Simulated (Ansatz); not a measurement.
Born–Oppenheimer molecular dynamics of CH8GeS (11 atoms, charge 0, multiplicity 1). It starts at the highest image of a converged band. Of that band: The profile has 2 maxima (images 5, 8) with wells between them (image 7): this band takes more than one step, which may be the mechanism or a detour left from its start path. Neighbouring images differ by up to 2.0 eV, so the band resolves the path poorly. A vibrational analysis at the climbing image gives one clearly imaginary mode, 1253i cm⁻¹: a first-order saddle point.

All numbers below come from RKS PBE/def2-mTZVP in Ansatz.

```
ensemble                      : NVE (velocity Verlet)
time step                     : 0.5 fs
steps asked                   : 200
starting velocities drawn for : 100 K
seed                          : 9861
```

First frame:

```xyz
11
Properties=species:S:1:pos:R:3
Ge -0.229 -0.154 -0.021
H -0.288 0.510 1.745
H 1.239 -0.507 0.418
H -0.252 1.214 -0.736
C -0.831 -1.732 -1.050
H -1.065 -2.562 -0.369
H -1.729 -1.487 -1.628
H -0.012 -2.051 -1.713
S -2.776 0.262 0.862
H -2.879 -0.949 1.486
H -1.235 0.544 1.661
```

Problem. How far do the bonds stretch over the last three quarters of this one trajectory? (Pairs bonded in most of those frames.)

Solution. 
| bond | mean (Å) | spread (Å) | shortest | longest |
| --- | --- | --- | --- | --- |
| Ge1–H2 | 1.588 | 0.106 | 1.42 | 1.81 |
| Ge1–H3 | 1.576 | 0.024 | 1.53 | 1.62 |
| Ge1–H4 | 1.549 | 0.009 | 1.53 | 1.57 |
| Ge1–C5 | 1.993 | 0.017 | 1.97 | 2.02 |
| C5–H6 | 1.102 | 0.032 | 1.05 | 1.15 |
| C5–H7 | 1.098 | 0.009 | 1.08 | 1.12 |
| C5–H8 | 1.099 | 0.012 | 1.08 | 1.12 |
| S9–H10 | 1.365 | 0.012 | 1.34 | 1.38 |
| S9–H11 | 1.417 | 0.119 | 1.22 | 1.66 |

Mean temperature of the second half: 1296 K. The conserved energy stayed within 0.35 meV per atom of its start (net change 0.042 meV per atom), so the integration is sound. The kinetic energy rose, since the run started high on the potential surface and went downhill. It ends in pieces (CH6Ge + H2S), so much of that is their flight and rotation, not heat. A run of 0.1 ps of so small a system gives no equilibrium averages. The orbitals stay closed-shell, which can raise the energy where a bond breaks towards radicals; this wasn't checked here.

The run took 6.2 min on 2 threads of Arm Neoverse V1, with other jobs on the host, peak memory 0.14 GiB.
